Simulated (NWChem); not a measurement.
System: disilazane (Si$_{2}$NH$_{7}$); SMILES [SiH3]N[SiH3]

Input file for NWChem:

```
start job
memory heap 200 mb stack 900 mb global 1100 mb
geometry units angstroms
  Si     0.102291     0.034579     1.575614
  N     -0.562872    -0.292925     0.000000
  Si     0.102291     0.034579    -1.575614
  H     -0.908501     0.701806     2.454431
  H      1.277063     0.934426     1.387998
  H      0.553871    -1.202998     2.288993
  H     -1.438742    -0.811079     0.000000
  H      0.553871    -1.202998    -2.288993
  H     -0.908501     0.701806    -2.454431
  H      1.277063     0.934426    -1.387998
end
basis spherical
  Si library sto-3g
  N library sto-3g
  H library sto-3g
end
dft
  xc hfexch
  iterations 150
end
driver
  maxiter 120
end
task dft optimize
task dft freq
```

The level has its own optimisation; frequencies are unscaled.

What results follow from this input? (Hartree-Fock/STO-3G.) Quantities: basis functions; r N–Si (Å); r H–N (Å); highest harmonic frequency (cm⁻¹); lowest (cm⁻¹); zero-point energy (kcal/mol); dipole (D).

The number of basis functions is 30. The r N–Si (Å) is 1.722, the r H–N (Å) comes out as 1.014 and the highest harmonic frequency (cm⁻¹) is 4086. The lowest (cm⁻¹) comes out as 63. The zero-point energy (kcal/mol) is 52.3 and the dipole (D) comes out as 0.45.
